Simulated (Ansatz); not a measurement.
Ansatz (a quantum-chemistry and plane-wave program) input (CCSD(T)/aug-cc-pV(T+d)Z):
A basis named .json is the Basis Set Exchange file of that set.

Ansatz 0.2 input:
```yaml
crystal:
  periodic: [false, false, false]
  atoms:
    - {symbol: C, position_ang: [-2.26988681, -0.09702818, -0.04211232]}
    - {symbol: C, position_ang: [-0.78505281, -0.16716999, 0.11031537]}
    - {symbol: C, position_ang: [-0.05456739, -0.98901595, 0.92118721]}
    - {symbol: C, position_ang: [1.35086930, -0.78860325, 0.81609712]}
    - {symbol: C, position_ang: [1.67499178, 0.18757973, -0.07732554]}
    - {symbol: S, position_ang: [0.26626179, 0.86857042, -0.79622816]}
    - {symbol: H, position_ang: [-2.65873567, 0.88955254, 0.21978975]}
    - {symbol: H, position_ang: [-2.74182066, -0.82854220, 0.61398383]}
    - {symbol: H, position_ang: [-2.58350762, -0.31225602, -1.06605402]}
    - {symbol: H, position_ang: [-0.51183624, -1.71810334, 1.57587329]}
    - {symbol: H, position_ang: [2.08416424, -1.34648794, 1.38042302]}
    - {symbol: H, position_ang: [2.65342293, 0.54413595, -0.35333640]}
basis:
  gaussian:
    orbitals: aug-cc-pV_T+d_Z.json
magnetization: {spin_polarized: false}
correlation: {method: ccsd_t, electrons: outside_noble_gas}
```

End of the output:

```
reference -16066.57094811 eV, -590.4355920301 hartree; 16, 16 occupied and 397, 397 virtual orbitals, 2432 factors
second order -27.34933245 eV of doubles, -0.00000000 eV of singles
coupled cluster: 46.50 GiB planned
cycle   1  -27.28141207 eV  change    6.8e-2 eV  update   1.3e-1
cycle   2  -28.02288377 eV  change   -7.4e-1 eV  update   3.9e-2
cycle   3  -28.18282241 eV  change   -1.6e-1 eV  update   1.8e-2
cycle   4  -28.17303465 eV  change    9.8e-3 eV  update   4.7e-3
cycle   5  -28.17303931 eV  change   -4.7e-6 eV  update   2.6e-3
cycle   6  -28.17376468 eV  change   -7.3e-4 eV  update   9.0e-4
cycle   7  -28.17327679 eV  change    4.9e-4 eV  update   4.8e-4
cycle   8  -28.17322133 eV  change    5.5e-5 eV  update   1.9e-4
cycle   9  -28.17325323 eV  change   -3.2e-5 eV  update   6.0e-5
cycle  10  -28.17323169 eV  change    2.2e-5 eV  update   2.0e-5
perturbative correction -1.53145415 eV, -0.0562799018 hartree
Total energy: -16096.27563395 eV, -591.5272191000 hartree
```
